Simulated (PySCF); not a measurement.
# Orbital picture of TlH⁺

PBE0 at R = 2.679 Å; Tl def2-SVPD with ECP60, H def2-SVPD; scalar-relativistic core potentials (PySCF 2.14). State: ²Σ⁺ (doublet), unpaired electrons σ ↑. Only the outer orbitals are listed, counted within each symmetry, core potentials removing the inner ones.

```json
{"spin": "α", "orbital": "3σ", "occ.": "1", "ε (eV)": "-24.69", "on Tl (%)": "100", "main shells (%)": "100 Tl d"}
{"spin": "α", "orbital": "1δ", "occ.": "1", "ε (eV)": "-24.68", "on Tl (%)": "100", "main shells (%)": "100 Tl d"}
{"spin": "α", "orbital": "1δ", "occ.": "1", "ε (eV)": "-24.68", "on Tl (%)": "100", "main shells (%)": "100 Tl d"}
{"spin": "α", "orbital": "2π", "occ.": "1", "ε (eV)": "-24.67", "on Tl (%)": "100", "main shells (%)": "100 Tl d"}
{"spin": "α", "orbital": "2π", "occ.": "1", "ε (eV)": "-24.67", "on Tl (%)": "100", "main shells (%)": "100 Tl d"}
{"spin": "α", "orbital": "4σ", "occ.": "1", "ε (eV)": "-17.28", "on Tl (%)": "88", "main shells (%)": "88 Tl s, 11 H s"}
{"spin": "α", "orbital": "5σ", "occ.": "1", "ε (eV)": "-14.40", "on Tl (%)": "18", "main shells (%)": "82 H s, 12 Tl s"}
{"spin": "α", "orbital": "3π", "occ.": "0", "ε (eV)": "-7.34", "on Tl (%)": "99", "main shells (%)": "99 Tl p"}
{"spin": "α", "orbital": "3π", "occ.": "0", "ε (eV)": "-7.34", "on Tl (%)": "99", "main shells (%)": "99 Tl p"}
{"spin": "α", "orbital": "6σ", "occ.": "0", "ε (eV)": "-6.66", "on Tl (%)": "90", "main shells (%)": "87 Tl p"}
{"spin": "β", "orbital": "1δ", "occ.": "1", "ε (eV)": "-24.68", "on Tl (%)": "100", "main shells (%)": "100 Tl d"}
{"spin": "β", "orbital": "1δ", "occ.": "1", "ε (eV)": "-24.68", "on Tl (%)": "100", "main shells (%)": "100 Tl d"}
{"spin": "β", "orbital": "2π", "occ.": "1", "ε (eV)": "-24.65", "on Tl (%)": "100", "main shells (%)": "100 Tl d"}
{"spin": "β", "orbital": "2π", "occ.": "1", "ε (eV)": "-24.65", "on Tl (%)": "100", "main shells (%)": "100 Tl d"}
{"spin": "β", "orbital": "3σ", "occ.": "1", "ε (eV)": "-24.65", "on Tl (%)": "100", "main shells (%)": "100 Tl d"}
{"spin": "β", "orbital": "4σ", "occ.": "1", "ε (eV)": "-16.96", "on Tl (%)": "99", "main shells (%)": "99 Tl s"}
{"spin": "β", "orbital": "5σ", "occ.": "0", "ε (eV)": "-8.17", "on Tl (%)": "73", "main shells (%)": "72 Tl p, 25 H s"}
{"spin": "β", "orbital": "3π", "occ.": "0", "ε (eV)": "-7.29", "on Tl (%)": "100", "main shells (%)": "100 Tl p"}
{"spin": "β", "orbital": "3π", "occ.": "0", "ε (eV)": "-7.29", "on Tl (%)": "100", "main shells (%)": "100 Tl p"}
```

**Question.** Which are the highest filled and the lowest empty level, where do they sit, and how wide is the gap?

**Answer.** Highest filled α 5σ at -14.40 eV (in %: 82 H s, 12 Tl s); lowest empty β 5σ at -8.17 eV (in %: 72 Tl p, 25 H s); the gap at PBE0 is 6.23 eV.

```
bond order (Mayer)                                                                                                : 0.14
⟨S²⟩                                                                                                              : 0.751
charge on Tl (Mulliken, basis-dependent)                                                                          : 0.95
charge on Tl (Löwdin, basis-dependent)                                                                            : 0.91
dipole moment (positive dipole points towards H; it is taken about the centre of mass and depends on that origin) : 0.79 D
polarisability along the bond                                                                                     : 34.6 bohr³
polarisability across the bond                                                                                    : 23.2 bohr³
```

Spin–orbit coupling is left out. The state is the lowest determinant that a PBE0 search found; another state may lie lower at other levels.
